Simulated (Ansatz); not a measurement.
`[CH3][Sn]([F])([F])[F]` + `CNB(F)F` → `CN(C)B(F)F` + `[F][SnH]([F])[F]` at 700 K and 1 bar (substitution at a C–Sn bond).

Program: Ansatz. Geometries: PBE0-D4/def2-TZVP. ΔE: electronic, gas phase. CCSD(T)/CBS adds triple-zeta CCSD(T) − MP2 to the extrapolated MP2 energy (def2 sets, frozen cores). Elements past krypton have def2 core potentials. For Sn outer-core shells are correlated without core-valence functions, which leaves a few kJ/mol of doubt a bond. One conformer a species, not always the lowest.

| species | CCSD(T)/CBS energy (Eh) | H − E (kJ/mol) | S (J/(mol·K)) |
| --- | --- | --- | --- |
| `[CH3][Sn]([F])([F])[F]` | -553.37465 | 183.7 | 472.3 |
| `CNB(F)F` | -319.70892 | 234.5 | 405.5 |
| `CN(C)B(F)F` | -358.96075 | 324.2 | 452.1 |
| `[F][SnH]([F])[F]` | -514.09299 | 86.3 | 387.9 |

H − E and S are ideal-gas, rigid-rotor, harmonic terms from PBE0-D4/def2-TZVP, for one conformer and one mirror image of each species. 1 Eh = 2625.50 kJ/mol, R = 8.31446 J/(mol·K).

Problem. By hand: ΔE, ΔH, ΔS and ΔG.

Solution. ΔE = (-358.96075) + (-514.09299) − (-553.37465) − (-319.70892) = 0.02983 Eh = 78.3 kJ/mol. Δ(H − E) = 324.2 + 86.3 − 183.7 − 234.5 = -7.7, so ΔH = 70.6 kJ/mol. ΔS = 452.1 + 387.9 − 472.3 − 405.5 = -37.8 J/(mol·K). ΔG = 70.6 − 700 × (-37.8)/1000 = 97.1 kJ/mol.

Problem. By hand: the equilibrium constant, and the temperature at which ΔG would vanish if ΔH and ΔS stayed fixed.

Solution. log₁₀ K = −ΔG/(RT ln 10) = -7.2. ΔH and −TΔS have one sign here, so there is no such temperature.

TΔS isn't small against ΔH here. A doubt of 5 kJ/mol in ΔE shifts log₁₀ K by 0.4 here. Other conformers and mirror images would add mixing entropy, several J/(mol·K) or more a flexible species. Modes under 60 cm⁻¹, often nearly free rotors, make the harmonic entropy too high. These are equilibria of isolated gas molecules and say nothing of rates. Largest T1 diagnostic: 0.015 (customary marks: 0.02 for closed shells, 0.045 for open ones).
